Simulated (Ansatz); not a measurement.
Basis sets compared for `N#Cc1ccc(C23CC(C#N)(C2)C3)cc1`. Charge 0, multiplicity 1. Geometry r2SCAN-D4/def2-SVP. Ansatz on 4 threads of Arm Neoverse V1 on a shared host; times are rough, and most runs start from earlier orbitals.

Cartesian coordinates in Å:
```
N -4.2062 -1.6895 -3.8712
C -3.3803 -1.3589 -3.1179
C -2.3680 -0.9535 -2.1919
C -2.6874 -0.7676 -0.8315
C -1.6987 -0.3735 0.0639
C -0.3787 -0.1570 -0.3693
C 0.6648 0.2646 0.6010
C 2.1647 0.5485 0.3104
C 1.9760 0.7979 1.8359
C 2.9880 1.2075 2.7798
N 3.8033 1.5375 3.5426
C 0.6640 1.5551 1.4820
C 1.1309 -0.5075 1.8770
C -0.0689 -0.3444 -1.7252
C -1.0489 -0.7393 -2.6336
H -3.7122 -0.9356 -0.4916
H -1.9519 -0.2299 1.1188
H 2.7914 -0.3158 0.0386
H 2.3943 1.4383 -0.2973
H -0.0919 1.6117 2.2813
H 0.7808 2.5115 0.9487
H 0.4062 -0.5881 2.7026
H 1.6773 -1.4485 1.7071
H 0.9555 -0.1786 -2.0718
H -0.8040 -0.8850 -3.6885
```

Binding counts from free atoms (N quartet, C triplet, H doublet) in the same basis, without a counterpoise term.

```
           level  functions  energy (Eh)  HOMO (eV)  LUMO (eV)  binding per atom (eV)  wall time
 PBE-D4/def2-SVP        260    -609.6328      -6.70      -2.64                   5.38        6 s
PBE0-D4/def2-SVP        260    -609.6758      -7.73      -1.86                   5.25       11 s
```

Q: Estimate the rows for PBE-D4/def2-TZVP (with forces), PBE0-D4/def2-TZVP (with forces).

A: 
```tsv
level	functions	energy (Eh)	HOMO (eV)	LUMO (eV)	binding per atom (eV)	wall time
PBE-D4/def2-TZVP (with forces)	525	-610.2858	-6.79	-2.78	5.31	17 s
PBE0-D4/def2-TZVP (with forces)	525	-610.3224	-7.76	-1.96	5.18	50 s
```
